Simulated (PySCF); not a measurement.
**Partial charges of `N#C[Si@@H]1C[C@@H]1C1CC1`**

Compound: C6H9NSi.
Numbering: `[N:1]#[C:2][Si@@H:3]1[CH2:4][C@@H:5]1[CH:6]1[CH2:7][CH2:8]1` (hydrogens: H9 on Si3; H10, H11 on C4; H12 on C5; H13 on C6; H14, H15 on C7; H16, H17 on C8)

Cartesian coordinates in Å at the PBE0-D3(BJ)/def2-SVP level; atoms count from 1:
```xyz
17
C6H9NSi angstrom
N      0.972   -1.017   -3.240
C      1.314   -0.971   -2.131
Si     1.845   -0.873   -0.374
C      0.546   -1.319    0.872
C      0.792    0.192    0.739
C     -0.278    1.107    0.222
C     -1.677    1.056    0.771
C     -1.408    0.627   -0.640
H      3.290   -1.116   -0.181
H     -0.404   -1.707    0.487
H      0.839   -1.788    1.818
H      1.341    0.614    1.592
H      0.101    2.105   -0.022
H     -2.202    1.998    0.945
H     -1.899    0.274    1.503
H     -1.731    1.274   -1.460
H     -1.478   -0.438   -0.876
```

Density: PBE0/pcSseg-1 (PySCF); schemes: Mulliken, IAO, Hirshfeld and ESP-fitted. Isolated species at its PBE0-D3(BJ)/def2-SVP geometry (one conformer only).

Question: Tabulate the Mulliken, IAO, Hirshfeld and ESP-fitted charges.

Answer: In e:

```tsv
atom	environment	Mulliken	IAO	Hirshfeld	ESP-fitted
N1	cyano nitrogen	-0.210	-0.191	-0.192	-0.434
C2	cyano carbon	-0.167	-0.153	-0.030	+0.352
Si3	SiH silicon	+0.683	+0.770	+0.353	+0.010
C4	sp3 carbon bound to silicon	-0.433	-0.518	-0.156	-0.384
C5	sp3 carbon bound to silicon	-0.390	-0.337	-0.097	-0.167
C6	three-membered-ring carbon	-0.218	-0.127	-0.039	-0.077
C7	three-membered-ring carbon	-0.191	-0.290	-0.092	-0.388
C8	three-membered-ring carbon	-0.218	-0.287	-0.088	-0.270
H9	Si–H hydrogen	-0.018	-0.075	-0.044	+0.062
H10	methylene hydrogen	+0.165	+0.158	+0.050	+0.173
H11	methylene hydrogen	+0.162	+0.164	+0.052	+0.182
H12	methine hydrogen	+0.158	+0.156	+0.048	+0.166
H13	methine hydrogen	+0.132	+0.147	+0.048	+0.131
H14	methylene hydrogen	+0.134	+0.147	+0.048	+0.169
H15	methylene hydrogen	+0.133	+0.143	+0.044	+0.168
H16	methylene hydrogen	+0.140	+0.154	+0.052	+0.156
H17	methylene hydrogen	+0.139	+0.140	+0.043	+0.152
```

Mean size of the charges over all atoms: IAO 0.233 e, Mulliken 0.217 e, ESP-fitted 0.202 e, Hirshfeld 0.087 e. Each set sums to the total charge, 0, to within 0.001 e. The Mulliken scheme gives each basis function's population to the atom it is centred on and halves the overlap population of two atoms between them.

Lowest charge. The schemes don't all agree: Mulliken C4 (-0.433); IAO C4 (-0.518); Hirshfeld N1 (-0.192); ESP-fitted N1 (-0.434).

Highest charge. The schemes don't all agree: Mulliken Si3 (+0.683); IAO Si3 (+0.770); Hirshfeld Si3 (+0.353); ESP-fitted C2 (+0.352).

Question: Sum the charges by element, for elements with more than one atom.

Answer: 
| element | atoms | Mulliken | IAO | Hirshfeld | ESP-fitted |
| --- | --- | --- | --- | --- | --- |
| C | 6 | -1.618 | -1.712 | -0.502 | -0.934 |
| H | 9 | +1.145 | +1.134 | +0.340 | +1.358 |

Question: How many electrons does the IAO scheme count on C8?

Answer: Z − q = 6 − (-0.287) = 6.287.

Question: How closely do the schemes follow one another over all atoms?

Answer: Correlation coefficient and root-mean-square difference: Mulliken with IAO 0.99, 0.051 e; IAO with Hirshfeld 0.95, 0.180 e; Mulliken with Hirshfeld 0.94, 0.159 e; IAO with ESP-fitted 0.60, 0.239 e; Hirshfeld with ESP-fitted 0.59, 0.191 e; Mulliken with ESP-fitted 0.58, 0.230 e.

These values come from a run that also computed NMR shieldings. The run took 54 s wall on one thread of an Arm Neoverse N1, no GPU, shared host, and the process peaked at 1.0 GiB of memory.
